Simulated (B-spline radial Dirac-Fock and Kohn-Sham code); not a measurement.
**Scattering functions of Au²⁶⁺**

System: gold as Au²⁶⁺ in the configuration [Kr] 4d10 4f7.

Calculated with a radial atomic solver, using Dirac-Fock densities. f₀ is the Fourier transform of the spherical electron density, S the Waller-Hartree incoherent function, and s = sin θ/λ.

```
s (Å⁻¹)      f₀       S
      0  53.000   0.000
   0.06  52.849   0.113
   0.07  52.795   0.154
   0.09  52.661   0.254
   0.11  52.495   0.378
   0.13  52.297   0.526
   0.15  52.067   0.696
   0.19  51.515   1.104
   0.22  51.024   1.464
   0.27  50.068   2.158
   0.33  48.713   3.127
    0.4  46.890   4.405
   0.48  44.554   6.002
   0.58  41.388   8.105
    0.7  37.449  10.650
   0.84  32.976  13.504
   1.02  27.858  16.877
   1.23  23.144  20.393
   1.49  19.140  24.238
    1.8  16.223  28.194
   2.17  13.958  32.047
   2.63  11.612  35.671
   3.17   9.138  38.770
```

f₀ starts at the number of electrons, 53, and has fallen to half at s ≈ 1.08 Å⁻¹. The sum of ⟨r²⟩ over the electrons is 5.705 bohr².
